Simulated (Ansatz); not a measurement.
C2H6Si2, SMILES `C1=C[SiH2][SiH2]1` (charge 0, multiplicity 1).

Computed with B3LYP/cc-pVTZ // B3LYP-D3(BJ)/def2-TZVP (Ansatz, a first-principles code).

Ansatz 0.2 input:
```yaml
crystal:
  periodic: [false, false, false]
  atoms:
    - { symbol: C, position_ang: [-0.786661, 1.004165, 0.128254] }
    - { symbol: C, position_ang: [0.501147, 1.053781, 0.531064] }
    - { symbol: Si, position_ang: [1.211975, -0.645969, 0.128527] }
    - { symbol: Si, position_ang: [-1.020805, -0.731953, -0.569982] }
    - { symbol: H, position_ang: [-1.473032, 1.842078, 0.226282] }
    - { symbol: H, position_ang: [0.948958, 1.935367, 0.983927] }
    - { symbol: H, position_ang: [1.663178, -1.436441, 1.301592] }
    - { symbol: H, position_ang: [2.31192, -0.651122, -0.868773] }
    - { symbol: H, position_ang: [-2.002707, -1.577631, 0.154732] }
    - { symbol: H, position_ang: [-1.353972, -0.792274, -2.015622] }
basis:
  gaussian: { orbitals: cc-pVTZ }
hamiltonian:
  xc: b3lyp
```

Output:

```
Functional definition: B3LYP
1256 factors; their error is unknown
mean field evaluation 1: about -17921.3208 eV, gradient 5.3e1 eV
mean field evaluation 2: about -17911.2618 eV, gradient 7.7e1 eV
mean field evaluation 4: about -17928.2534 eV, gradient 1.6e0 eV
mean field evaluation 8: about -17928.3004 eV, gradient 2.2e-2 eV
mean field evaluation 16: about -17928.3004 eV, gradient 1.8e-5 eV
mean field -17928.30036399 eV, -658.8528861383 hartree, gradient 1.8e-5 eV, S^2 0.000000; 0 other end points of the search recorded, 0 dependent functions left out
reference -17928.30064585 eV, -658.8528964965 hartree; 23, 23 occupied and 189, 189 virtual orbitals, 1256 factors
Total energy: -17928.30064585 eV, -658.8528964965 hartree
```
